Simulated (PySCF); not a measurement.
Ga₂H₄.

```xyz
6

Ga     0.0000     0.0000     1.2293
Ga     0.0000     0.0000    -1.2293
H     -0.9449     0.9449     2.0685
H      0.9449    -0.9449     2.0685
H     -0.9449    -0.9449    -2.0685
H      0.9449     0.9449    -2.0685
```

Geometry: PBE0-D3(BJ)/def2-TZVP.

Calculation: PBE/pcSseg-2 run with PySCF. Non-relativistic, no solvent.

Computed absolute GIAO shielding of each atom: isotropic value and principal components (ppm):
```tsv
atom	σ(iso)	σ11	σ22	σ33	span
Ga1	906.9	267.1	871.5	1582.1	1315.1
Ga2	906.9	267.1	871.5	1582.1	1315.1
H3	23.1	17.6	21.9	29.8	12.1
H4	23.1	17.6	21.9	29.8	12.1
H5	23.1	17.6	21.9	29.8	12.1
H6	23.1	17.6	21.9	29.8	12.1
```
